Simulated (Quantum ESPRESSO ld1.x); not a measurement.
The numbers below are computed, except where a source is named.
Task: These are the eigenvalues of the occupied orbitals of an atom or ion with whole-number occupations (hartree). Level of theory: scalar-relativistic Kohn-Sham, LDA (Slater exchange, VWN5 correlation), spin-polarised, spherical densities, point nucleus (ld1.x of Quantum ESPRESSO 7.5).

orbital  eigenvalue
1s down    -1478.56
1s up      -1478.56
2s up      -236.896
2s down    -236.894
2p up      -212.284
2p down    -212.282
3s up      -51.1095
3s down    -51.0988
3p up      -43.2813
3p down    -43.2706
3d up      -32.1309
3d down    -32.1218
4s up      -10.4526
4s down    -10.4235
4p up      -7.89499
4p down    -7.86577
4d up      -4.21301
4d down    -4.18337
5s up      -1.65634
5s down    -1.61970
5p up      -1.02103
5p down    -0.98157
4f up      -0.36360
5d up      -0.28762

Which element is it, and in what charge state? The configuration may be excited. Open shells, if any, are filled with parallel spins first.

Result: Z = 58, cerium, charge +1: Ce+ in [Xe] 4f1 5d2. The list shows which subshells hold electrons but not how many an open one holds; the 1s level, -1478.6 hartree, gives Z - s = 54.4 by -(Z - s)^2/2, which with screening and relativity narrows Z to a few neighbours, and the depths of the outer levels then fix element, charge and occupations together.
